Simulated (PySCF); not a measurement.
C₃H₁₀ClNSi, SMILES CN(C)[Si@@H](C)Cl.

Coordinates come from a PBE-D3(BJ)/def2-SVP optimisation. The structure was generated by enumeration; whether it is a known compound was not checked. Other conformers were not sampled.

These are PBE-D3(BJ)/def2-SVP in PySCF values and carry that method's errors.

Frequencies are harmonic and unscaled.

Computed harmonic wavenumbers and intensities:
| mode | ν (cm⁻¹) | IR (km/mol) | moving atoms (share of kinetic energy) |
|---|---|---|---|
| 1 | 52 | 0.4 | C 57 %, H 29 %, Cl 12 % |
| 2 | 86 | 2.6 | H 32 %, Cl 30 %, C 26 % |
| 3 | 146 | 0.2 | H 89 % |
| 4 | 186 | 2.0 | H 40 %, C 31 %, Cl 15 %, Si 8 % |
| 5 | 189 | 0.3 | C 49 %, H 39 % |
| 6 | 211 | 0.6 | H 72 %, C 11 %, Cl 8 % |
| 7 | 222 | 0.3 | H 90 % |
| 8 | 310 | 7.6 | N 57 %, H 27 %, Cl 8 % |
| 9 | 331 | 2.3 | C 41 %, H 28 %, Si 17 %, N 12 % |
| 10 | 364 | 4.3 | H 34 %, C 32 %, Si 26 % |
| 11 | 482 | 66.0 | Si 41 %, Cl 41 %, H 8 % |
| 12 | 634 | 20.1 | H 41 %, C 36 %, Si 15 % |
| 13 | 669 | 15.9 | H 60 %, C 21 %, Si 14 % |
| 14 | 739 | 55.1 | Si 37 %, C 32 %, H 31 % |
| 15 | 749 | 2.9 | H 80 %, C 16 % |
| 16 | 844 | 161.8 | H 80 %, Si 10 %, C 9 % |
| 17 | 854 | 129.2 | H 75 %, Si 14 %, C 11 % |
| 18 | 997 | 119.0 | H 41 %, C 36 %, N 20 % |
| 19 | 1052 | 2.1 | H 75 %, C 24 % |
| 20 | 1074 | 0.7 | H 80 %, C 20 % |
| 21 | 1126 | 1.3 | H 69 %, C 20 %, N 11 % |
| 22 | 1208 | 52.6 | N 55 %, C 31 %, H 14 % |
| 23 | 1218 | 53.7 | H 71 %, C 23 % |
| 24 | 1272 | 59.5 | N 41 %, H 35 %, C 22 % |
| 25 | 1376 | 2.8 | H 91 %, C 9 % |
| 26 | 1377 | 3.0 | H 95 % |
| 27 | 1383 | 1.8 | H 92 % |
| 28 | 1399 | 3.4 | H 97 % |
| 29 | 1404 | 3.6 | H 90 %, C 9 % |
| 30 | 1411 | 16.1 | H 90 %, C 9 % |
| 31 | 1428 | 18.7 | H 96 % |
| 32 | 1453 | 5.0 | H 93 % |
| 33 | 2189 | 109.3 | H 97 % |
| 34 | 2899 | 54.6 | H 96 % |
| 35 | 2905 | 112.9 | H 96 % |
| 36 | 2964 | 81.2 | H 91 %, C 9 % |
| 37 | 2972 | 2.2 | H 91 %, C 9 % |
| 38 | 2981 | 1.0 | H 97 % |
| 39 | 3050 | 12.8 | H 91 %, C 9 % |
| 40 | 3058 | 15.0 | H 91 %, C 9 % |
| 41 | 3085 | 1.8 | H 91 %, C 9 % |
| 42 | 3087 | 2.0 | H 91 %, C 9 % |
